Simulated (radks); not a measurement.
Results of a calculation; reference values are marked as such.
Problem. These are the eigenvalues of the occupied orbitals of an atom or ion with whole-number occupations (eV). Level of theory: scalar-relativistic Kohn-Sham, PBE, spin-polarised, spherical densities, point nucleus (a radial shooting solver on a logarithmic mesh with Libxc functionals).

orbital  eigenvalue
1s up     -41821.41
1s down   -41821.40
2s up     -6731.160
2s down   -6731.150
2p up     -6022.957
2p down   -6022.950
3s up     -1455.447
3s down   -1454.725
3p up     -1231.174
3p down   -1230.454
3d up     -916.3825
3d down   -915.8235
4s up     -293.2584
4s down   -291.1947
4p up     -220.0291
4p down   -217.9373
4d up     -115.3397
4d down   -113.2090
5s up      -43.7712
5s down    -42.2680
5p up      -26.1116
5p down    -24.8658
6s up       -6.8575
4f up       -6.0457
7d up       -0.5907

Which element is it, and in what charge state? The configuration may be excited. Open shells, if any, are filled with parallel spins first.

Solution. Z = 59, praseodymium, charge 0: Pr in [Xe] 4f3 6s1 7d1. The list shows which subshells hold electrons but not how many an open one holds; the 1s level, -1536.9 hartree, gives Z - s = 55.4 by -(Z - s)^2/2, which with screening and relativity narrows Z to a few neighbours, and the depths of the outer levels then fix element, charge and occupations together.
